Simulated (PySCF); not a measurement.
**Vertical excitation energies**

Species: C7H15B.
Cartesian coordinates in Å at the PBE0-D3(BJ)/def2-SVP level; atoms count from 1:
```
atom  x, y, z in Å
C1    -0.1083   -2.2031   -0.9871
C2    -0.1964   -1.0009   -0.0481
B3    -1.6550   -0.4973    0.2325
C4    -1.9287    0.9831    0.6512
C5    -0.8183    1.9634    0.2770
C6     0.5653    1.3632    0.4917
C7     0.8260    0.1123   -0.3510
C8     2.2691   -0.3519   -0.1854
H9     0.8835   -2.6808   -0.9765
H10   -0.3123   -1.9016   -2.0279
H11   -0.8496   -2.9706   -0.7189
H12    0.0315   -1.3710    0.9847
H13   -2.5617   -1.3084    0.2461
H14   -2.0148    0.9099    1.7584
H15   -2.9271    1.3279    0.3335
H16   -0.9129    2.9063    0.8408
H17   -0.9205    2.2396   -0.7877
H18    0.6970    1.1076    1.5611
H19    1.3386    2.1164    0.2657
H20    0.6845    0.4002   -1.4118
H21    2.4589   -0.6650    0.8554
H22    2.9773    0.4580   -0.4219
H23    2.5119   -1.2025   -0.8388
```

The calculation used PySCF, TDDFT wB97X-D/def2-SVPD, vertical, gas phase, core orbitals frozen in the response.

Q: What does the calculation give for the low-lying excited states?

A: 

```
state  E (eV)  λ (nm)       f  main configurations (H = HOMO, L = LUMO)
   S1    5.67   218.8  0.0012                                 H→L (90%)
   S2    5.98   207.4  0.0028                               H-1→L (85%)
   S3    7.56   164.1   0.026     H-2→L (64%), H-3→L (17%), H-4→L (12%)
   S4    7.76   159.9  0.0007     H-4→L (37%), H-2→L (28%), H-3→L (14%)
   S5    7.89   157.1   0.021     H→L+1 (55%), H-4→L (13%), H-3→L (12%)
   S6    7.92   156.6   0.015     H-3→L (52%), H→L+1 (23%), H-4→L (13%)
   S7    8.19   151.4   0.025                             H-1→L+1 (72%)
   S8    8.23   150.6  0.0027                               H-5→L (69%)
   S9    8.54   145.3  0.0036                               H→L+4 (84%)
  S10    8.60   144.1  0.0028                  H→L+2 (51%), H→L+3 (19%)
```

Triplets, Tamm–Dancoff:

```csv
state,E (eV),λ (nm),"main configurations (H = HOMO, L = LUMO)"
T1,5.23,237.1,H→L (86%)
T2,5.56,222.9,"H-1→L (78%), H-4→L (10%)"
T3,7.27,170.5,"H-2→L (58%), H-3→L (21%)"
T4,7.59,163.4,"H-3→L (36%), H-2→L (23%), H-4→L (15%)"
```

The lowest singlet lies at 5.67 eV (219 nm, ultraviolet) and is very weak; its leading configuration is HOMO→LUMO (90%). The largest oscillator strength of a single state is 0.026. Löwdin shares by element: HOMO carbon 39% or more, boron 18% (atoms not listed hold the other 42%); LUMO boron 44%, carbon 23% or more, hydrogen 8% or more (atoms not listed hold the other 25%). Weighted by f, the mean energy of these states is 7.85 eV. Orbital energies (eV): HOMO-3 -11.08, HOMO-2 -10.74, HOMO-1 -9.90, HOMO -9.59, LUMO 1.15, LUMO+1 2.18, LUMO+2 2.75. The listed states span 2.94 eV, and the widest gap between neighbours is 1.58 eV (S2 to S3). All these states lie below the vertical ionisation energy of 9.68 eV (ΔSCF). Only the lowest 10 singlets were computed, as vertical energies without vibronic structure.

One conformer stands for the species.
